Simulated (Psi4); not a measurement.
A dimer, H2 ··· HF (SMILES [H][H] and F), singlet; the first 2 atoms form monomer A.

```
4

H      0.3719     0.0000     0.0000
H     -0.3719     0.0000     0.0000
F      0.0000     1.3817    -2.6107
H      0.0000     0.9492    -1.7936
```

### Question
What interaction energy does SAPT0/jun-cc-pVDZ, frozen core (Psi4) give, and which attractive term is the largest?

### Answer
Total -0.77 kcal/mol: electrostatics -1.29, exchange 1.68, induction -0.75, dispersion -0.41. The most attractive term is electrostatics.
